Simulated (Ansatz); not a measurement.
System: sum formula BNHCl2, net charge 0, doublet state. It need not be the lowest isomer of its formula. SMILES: [NH]B(Cl)Cl
Geometry from a B3LYP-D3(BJ)/def2-TZVP (Ansatz, a first-principles code) optimisation:
```xyz
5

B     -0.3687    -0.0791     0.0496
Cl     0.1698     1.5993     0.0385
Cl     0.7860    -1.3948    -0.1583
N     -1.7338    -0.3646     0.1179
H     -2.2674    -0.5300     0.9640
```
Charge 0, spin multiplicity 2.

Quantity: atomisation energy (electronic, to ground-state atoms), in kJ/mol. Cores are frozen in the correlated levels unless marked. Open shells are spin-unrestricted. Spin-orbit coupling is left out. Non-relativistic. The coupled-cluster limit lacks core correlation, which all-electron functionals hold. CBS(X,Y): correlation extrapolated as X^-3; Hartree-Fock from the larger set.

| level | program | atomisation energy (kJ/mol) |
|---|---|---|
| HF/aug-cc-pV(D+d)Z | Ansatz | 1173.1 |
| HF/aug-cc-pV(Q+d)Z | Ansatz | 1194.4 |
| PBE-D4/def2-TZVPD | Ansatz + dftd4 | 1767.9 |
| B3LYP-D3(BJ)/def2-TZVPD | Ansatz + dftd3 | 1688.6 |
| B3LYP/def2-TZVPD | Ansatz | 1667.5 |
| PBE0/def2-SVP | Ansatz | 1728.3 |
| PBE0-D4/def2-TZVP | Ansatz + dftd4 | 1715.1 |
| PBE0-D4/def2-TZVPD | Ansatz + dftd4 | 1715.6 |
| HSE06-D3(BJ)/def2-TZVPD | Ansatz + dftd3 | 1716.3 |
| HSE06-D4/def2-TZVPD | Ansatz + dftd4 | 1717.6 |
| B2GP-PLYP-D3(BJ)/def2-TZVPD | Ansatz + dftd3 | 1664.8 |
| MP2/cc-pV(D+d)Z | Ansatz | 1563.9 |
| CCSD/6-31G | Ansatz | 1266.1 |
| CCSD(T) with core electrons (1s frozen past Ne)/cc-pwCVTZ | Ansatz | 1614.5 |
| CCSD(T)/CBS(cc-pV(T+d)Z,cc-pV(Q+d)Z) | Ansatz | 1665.1 |
